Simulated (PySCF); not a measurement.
## Continuum solvent and chemical shifts

Geometry:
```json
{"atom": "Si1", "x (Å)": "3.818", "y (Å)": "0.382", "z (Å)": "-0.900"}
{"atom": "O2", "x (Å)": "2.417", "y (Å)": "-0.411", "z (Å)": "-0.477"}
{"atom": "Si3", "x (Å)": "1.052", "y (Å)": "-0.265", "z (Å)": "0.436"}
{"atom": "Cl4", "x (Å)": "1.337", "y (Å)": "1.315", "z (Å)": "1.764"}
{"atom": "C5", "x (Å)": "-0.423", "y (Å)": "0.143", "z (Å)": "-0.628"}
{"atom": "C6", "x (Å)": "-1.690", "y (Å)": "0.311", "z (Å)": "0.177"}
{"atom": "C7", "x (Å)": "-3.037", "y (Å)": "0.099", "z (Å)": "-0.448"}
{"atom": "C8", "x (Å)": "-2.514", "y (Å)": "-0.887", "z (Å)": "0.555"}
{"atom": "H9", "x (Å)": "4.535", "y (Å)": "-0.473", "z (Å)": "-1.885"}
{"atom": "H10", "x (Å)": "3.494", "y (Å)": "1.699", "z (Å)": "-1.526"}
{"atom": "H11", "x (Å)": "4.678", "y (Å)": "0.599", "z (Å)": "0.299"}
{"atom": "H12", "x (Å)": "0.880", "y (Å)": "-1.499", "z (Å)": "1.243"}
{"atom": "H13", "x (Å)": "-0.536", "y (Å)": "-0.665", "z (Å)": "-1.372"}
{"atom": "H14", "x (Å)": "-0.187", "y (Å)": "1.059", "z (Å)": "-1.198"}
{"atom": "H15", "x (Å)": "-1.635", "y (Å)": "1.104", "z (Å)": "0.931"}
{"atom": "H16", "x (Å)": "-3.858", "y (Å)": "0.758", "z (Å)": "-0.153"}
{"atom": "H17", "x (Å)": "-3.063", "y (Å)": "-0.206", "z (Å)": "-1.499"}
{"atom": "H18", "x (Å)": "-2.191", "y (Å)": "-1.867", "z (Å)": "0.190"}
{"atom": "H19", "x (Å)": "-2.969", "y (Å)": "-0.912", "z (Å)": "1.549"}
```

GIAO PBE0/pcSseg-1 in PySCF 2.14 on one PBE0-D3(BJ)/def2-SVP conformer, non-relativistic, equivalent nuclei averaged. Solvents enter as an IEF-PCM continuum (acetonitrile with ε = 35.7, water with ε = 78.4) around the gas-phase geometry.

Gas phase, σ in ppm: Si3 347.5, Si1 389.2, O2 287.6, Cl4 901.6, C5 158.1, C7 176.7, C8 177.4, C6 180.4, H12 25.87, H9/H10/H11 26.27, H14 29.80, H15 30.68, H16 30.70, H19 30.77. Dipole moment 1.62 D.

Task: How does each σ change in the continuum?

Result: 
```json
{"atoms": "Si3", "environment": "silicon bonded to C, Cl, O, H", "Δσ, acetonitrile": "-1.6", "Δσ, water": "-1.7"}
{"atoms": "Si1", "environment": "silicon bonded to O, 3 H", "Δσ, acetonitrile": "-0.7", "Δσ, water": "-0.7"}
{"atoms": "O2", "environment": "oxygen bonded to 2 Si", "Δσ, acetonitrile": "+0.2", "Δσ, water": "+0.2"}
{"atoms": "Cl4", "environment": "chlorine bonded to Si", "Δσ, acetonitrile": "+10.2", "Δσ, water": "+10.5"}
{"atoms": "C5", "environment": "sp3 CH2 bonded to Si", "Δσ, acetonitrile": "+0.9", "Δσ, water": "+0.9"}
{"atoms": "C7", "environment": "three-membered-ring carbon", "Δσ, acetonitrile": "+1.2", "Δσ, water": "+1.2"}
{"atoms": "C8", "environment": "three-membered-ring carbon", "Δσ, acetonitrile": "+1.1", "Δσ, water": "+1.1"}
{"atoms": "C6", "environment": "three-membered-ring carbon", "Δσ, acetonitrile": "+0.4", "Δσ, water": "+0.4"}
{"atoms": "H12", "environment": "hydrogen on a silicon bonded to C, Cl, O", "Δσ, acetonitrile": "-0.02", "Δσ, water": "-0.03"}
{"atoms": "H9/H10/H11", "environment": "hydrogen on a silicon bonded to O", "Δσ, acetonitrile": "0.00", "Δσ, water": "0.00"}
{"atoms": "H14", "environment": "hydrogen on an sp3 CH2 bonded to Si", "Δσ, acetonitrile": "-0.12", "Δσ, water": "-0.13"}
{"atoms": "H15", "environment": "hydrogen on a three-membered-ring carbon", "Δσ, acetonitrile": "+0.01", "Δσ, water": "+0.02"}
{"atoms": "H16", "environment": "hydrogen on a three-membered-ring carbon", "Δσ, acetonitrile": "-0.03", "Δσ, water": "-0.03"}
{"atoms": "H19", "environment": "hydrogen on a three-membered-ring carbon", "Δσ, acetonitrile": "-0.02", "Δσ, water": "-0.02"}
```

Changes are relative to the gas phase. The dipole moment becomes 2.10 D in acetonitrile, 2.12 D in water.

Task: Which nuclei move most (in ppm), and what does the model miss?

Result: Cl4 (chlorine bonded to Si, +10.5 ppm) in water. A continuum only polarises the solute; specific hydrogen bonds, the anisotropy of aromatic solvents and changes of geometry or conformer are outside it.
